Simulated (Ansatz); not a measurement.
A run for Ansatz (a first-principles code): R-B3LYP-D3(BJ)/def2-TZVP on H2Si2 (SMILES [Si]=[SiH2]), 2S+1 = 1, a spin state set in the input, which need not be the lowest.

Ansatz 0.2 input:
```yaml
crystal:
  periodic: [false, false, false]
  atoms:
    - {symbol: Si, position_ang: [2.07614017, 0.13176971, 0.01765009]}
    - {symbol: Si, position_ang: [-0.07555923, -0.18852453, 0.00022035]}
    - {symbol: H, position_ang: [-1.24952802, -1.08216880, -0.00600313]}
    - {symbol: H, position_ang: [-0.75105294, 1.13892362, -0.01186731]}
basis:
  gaussian:
    orbitals: def2-TZVP
hamiltonian:
  xc: b3lyp
  dispersion: d3bj
relax: {f_tol: 0.003, max_steps: 120}
```

Program output:

```
WARN ansatz: RAYON_NUM_THREADS=2 ignored (pool sized by the plan → 2); use --threads N
Functional definition: B3LYP
integrals: 0.02 GiB planned
610 factors; their error is unknown
mean field: 0.21 GiB planned
mean field evaluation 1: about -15784.6217 eV, gradient 1.8e1 eV
mean field evaluation 2: about -15781.6859 eV, gradient 3.1e1 eV
mean field evaluation 4: about -15786.0472 eV, gradient 1.7e0 eV
mean field evaluation 8: about -15786.1088 eV, gradient 2.1e-2 eV
mean field -15786.10879916 eV, -580.1287981602 hartree, gradient 1.4e-5 eV, S^2 0.000000; 0 other end points of the search recorded, 0 dependent functions left out
the calculation of the forces begins
reference -15786.10900688 eV, -580.1288057939 hartree; 15, 15 occupied and 71, 71 virtual orbitals, 610 factors
relax step   1: F+E_penalty+E_count = -15786.27669926 eV  Δ(F+E_penalty+E_count) = +0.000e0 eV  max|allowed force component| = 6.326e-1 eV/Å  Δτ_max = 0.0000 Å  (27 SCF iters, accepted)
these checks for a lower state are left out or cut short: starts, cluster_reference, orbital_swaps, neighbouring_geometries, increment
integrals: 0.02 GiB planned
610 factors; their error is unknown
mean field: 0.21 GiB planned
mean field evaluation 16: about -15786.0993 eV, gradient 4.3e0 eV
mean field -15786.18617838 eV, -580.1316417943 hartree, gradient 1.4e-5 eV, S^2 0.000000; 0 other end points of the search recorded, 0 dependent functions left out
the calculation of the forces begins
reference -15786.18638293 eV, -580.1316493112 hartree; 15, 15 occupied and 71, 71 virtual orbitals, 610 factors
relax step   2: F+E_penalty+E_count = -15786.35487201 eV  Δ(F+E_penalty+E_count) = -7.817e-2 eV  max|allowed force component| = 2.226e-1 eV/Å  Δτ_max = 0.1366 Å  (31 SCF iters, accepted)
these checks for a lower state are left out or cut short: starts, cluster_reference, orbital_swaps, neighbouring_geometries, increment
integrals: 0.02 GiB planned
610 factors; their error is unknown
mean field: 0.21 GiB planned
mean field -15786.21618593 eV, -580.1327445513 hartree, gradient 6.7e-5 eV, S^2 0.000000; 0 other end points of the search recorded, 0 dependent functions left out
the calculation of the forces begins
reference -15786.21639151 eV, -580.1327521062 hartree; 15, 15 occupied and 71, 71 virtual orbitals, 610 factors
relax step   3: F+E_penalty+E_count = -15786.38514917 eV  Δ(F+E_penalty+E_count) = -3.028e-2 eV  max|allowed force component| = 4.623e-1 eV/Å  Δτ_max = 0.1715 Å  (30 SCF iters, accepted)
these checks for a lower state are left out or cut short: starts, cluster_reference, orbital_swaps, neighbouring_geometries, increment
integrals: 0.02 GiB planned
610 factors; their error is unknown
mean field: 0.21 GiB planned
mean field evaluation 32: about -15786.2342 eV, gradient 3.9e-5 eV
mean field -15786.23416844 eV, -580.1334053963 hartree, gradient 8.2e-5 eV, S^2 0.000000; 0 other end points of the search recorded, 0 dependent functions left out
the calculation of the forces begins
reference -15786.23437388 eV, -580.1334129462 hartree; 15, 15 occupied and 71, 71 virtual orbitals, 610 factors
relax step   4: F+E_penalty+E_count = -15786.40191447 eV  Δ(F+E_penalty+E_count) = -1.677e-2 eV  max|allowed force component| = 3.314e-2 eV/Å  Δτ_max = 0.0440 Å  (27 SCF iters, accepted)
these checks for a lower state are left out or cut short: starts, cluster_reference, orbital_swaps, neighbouring_geometries, increment
integrals: 0.02 GiB planned
610 factors; their error is unknown
mean field: 0.21 GiB planned
mean field -15786.23416550 eV, -580.1334052882 hartree, gradient 1.5e-5 eV, S^2 0.000000; 0 other end points of the search recorded, 0 dependent functions left out
the calculation of the forces begins
reference -15786.23437101 eV, -580.1334128407 hartree; 15, 15 occupied and 71, 71 virtual orbitals, 610 factors
relax step   5: F+E_penalty+E_count = -15786.40199718 eV  Δ(F+E_penalty+E_count) = -8.271e-5 eV  max|allowed force component| = 7.539e-3 eV/Å  Δτ_max = 0.0034 Å  (24 SCF iters, accepted)
these checks for a lower state are left out or cut short: starts, cluster_reference, orbital_swaps, neighbouring_geometries, increment
integrals: 0.02 GiB planned
610 factors; their error is unknown
mean field: 0.21 GiB planned
mean field -15786.23416807 eV, -580.1334053826 hartree, gradient 1.7e-5 eV, S^2 0.000000; 0 other end points of the search recorded, 0 dependent functions left out
the calculation of the forces begins
reference -15786.23437359 eV, -580.1334129356 hartree; 15, 15 occupied and 71, 71 virtual orbitals, 610 factors
relax step   6: F+E_penalty+E_count = -15786.40199818 eV  Δ(F+E_penalty+E_count) = -9.946e-7 eV  max|allowed force component| = 1.548e-4 eV/Å  Δτ_max = 0.0002 Å  (20 SCF iters, accepted)
integrals: 0.02 GiB planned
610 factors; their error is unknown
mean field: 0.21 GiB planned
mean field -15786.23416807 eV, -580.1334053826 hartree, gradient 1.7e-5 eV, S^2 0.000000; 1 other end points of the search recorded, 0 dependent functions left out
the calculation of the forces begins
reference -15786.23437359 eV, -580.1334129356 hartree; 15, 15 occupied and 71, 71 virtual orbitals, 610 factors
Total energy: -15786.40220370 eV, -580.1395805784 hartree
Atom 0 at     2.061276    -0.097369     0.018577 Å, force     0.000076    -0.000011     0.000009 eV/Å
Atom 1 at    -0.136017     0.006424    -0.001211 Å, force    -0.000155     0.000015    -0.000032 eV/Å
Atom 2 at    -1.020767    -1.184215    -0.003517 Å, force     0.000046    -0.000005     0.000012 eV/Å
Atom 3 at    -0.904492     1.275161    -0.013848 Å, force     0.000032     0.000002     0.000012 eV/Å
Dipole moment:    -0.023012     0.001086    -0.000209 e Å
```

Self-consistency was reached.

Cost: around 9 core-seconds (rough).
